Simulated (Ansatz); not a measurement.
Ansatz (an electronic-structure program) input (CCSD(T)/def2-TZVPPD):
A basis named .json is the Basis Set Exchange file of that set.

Ansatz 0.2 input:
```yaml
crystal:
  periodic: [false, false, false]
  atoms:
    - {symbol: Rb, position_ang: [-0.00000000, -0.00000000, -0.46082120]}
    - {symbol: F, position_ang: [0.00000000, 0.00000000, 1.89448715]}
basis:
  gaussian:
    orbitals: def2-TZVPPD.json
total_charge: -1
magnetization: {spin_polarized: true, initial_magnetization: 1}
correlation: {method: ccsd_t, electrons: outside_noble_gas}
```

End of the output:

```
mean field evaluation 8: about -3355.9666 eV, gradient 9.4e-2 eV
mean field evaluation 16: about -3354.8892 eV, gradient 1.4e0 eV
mean field evaluation 32: about -3355.2855 eV, gradient 2.2e-2 eV
mean field evaluation 64: about -3355.8910 eV, gradient 6.8e-1 eV
mean field evaluation 96: about -3355.2827 eV, gradient 1.1e-1 eV
mean field evaluation 128: about -3355.0159 eV, gradient 1.8e-3 eV
mean field evaluation 160: about -3351.0964 eV, gradient 6.8e-1 eV
mean field evaluation 192: about -3351.2278 eV, gradient 3.0e-1 eV
mean field evaluation 224: about -3351.3636 eV, gradient 1.6e-3 eV
mean field evaluation 256: about -3351.3303 eV, gradient 4.5e-4 eV
mean field evaluation 288: about -3350.1333 eV, gradient 1.7e1 eV
mean field evaluation 320: about -3350.4464 eV, gradient 2.6e0 eV
mean field evaluation 352: about -3350.4680 eV, gradient 4.7e-1 eV
mean field evaluation 384: about -3349.5449 eV, gradient 1.7e1 eV
mean field evaluation 416: about -3355.2840 eV, gradient 1.1e-1 eV
mean field evaluation 448: about -3354.8271 eV, gradient 1.6e0 eV
mean field evaluation 480: about -3351.3455 eV, gradient 6.1e-1 eV
mean field evaluation 512: about -3351.5051 eV, gradient 3.4e0 eV
mean field evaluation 544: about -3351.1493 eV, gradient 4.2e-1 eV
mean field evaluation 576: about -3351.1928 eV, gradient 7.2e-2 eV
mean field evaluation 608: about -3351.0156 eV, gradient 3.2e-2 eV
mean field -3355.96699672 eV, -123.3295123732 hartree, gradient 6.0e-6 eV, S^2 0.750064; 14 other end points of the search recorded, 0 dependent functions left out
determinant -3355.96699672 eV, -123.3295123732 hartree, with singles and doubles -3363.47301251 eV, -123.6053533658 hartree
determinant -3355.28541663 eV, -123.3044647672 hartree, with singles and doubles -3362.78777479 eV, -123.5801713441 hartree
determinant -3355.01588053 eV, -123.2945594979 hartree, with singles and doubles -3362.53055686 eV, -123.5707187595 hartree
determinant -3354.81582335 eV, -123.2872075321 hartree, with singles and doubles -3362.31918912 eV, -123.5629511384 hartree
determinant -3354.47391464 eV, -123.2746426190 hartree, with singles and doubles -3361.98593625 eV, -123.5507043214 hartree
5 core orbitals not correlated, not the lowest: weight in the atoms' cores, before any rotation towards them, 0.965 or more for the frozen orbitals, at most 0.020 for the correlated occupied ones
reference -3355.96699672 eV, -123.3295123732 hartree; 5, 4 occupied and 70, 71 virtual orbitals, 515 factors
second order -7.63632800 eV of doubles, -0.00000000 eV of singles
coupled cluster: 0.26 GiB planned
cycle   1  -7.50963742 eV  change   -6.9e-1 eV  update   3.0e-2
cycle   2  -7.53364662 eV  change   -2.4e-2 eV  update   9.8e-3
cycle   3  -7.53323848 eV  change    4.1e-4 eV  update   6.8e-3
cycle   4  -7.53395025 eV  change   -7.1e-4 eV  update   2.4e-3
cycle   5  -7.53404787 eV  change   -9.8e-5 eV  update   1.1e-3
cycle   6  -7.53383965 eV  change    2.1e-4 eV  update   5.3e-4
cycle   7  -7.53399541 eV  change   -1.6e-4 eV  update   2.9e-4
cycle   8  -7.53407905 eV  change   -8.4e-5 eV  update   1.4e-4
cycle   9  -7.53403019 eV  change    4.9e-5 eV  update   6.4e-5
cycle  10  -7.53401144 eV  change    1.9e-5 eV  update   2.7e-5
cycle  11  -7.53400506 eV  change    6.4e-6 eV  update   1.4e-5
cycle  12  -7.53400836 eV  change   -3.3e-6 eV  update   4.4e-6
perturbative correction -0.22699623 eV, -0.0083419575 hartree
Total energy: -3363.72800130 eV, -123.6147240311 hartree
```

This state (charge -1, doublet) is run at the relaxed geometry of the species with charge 0 and multiplicity 1.
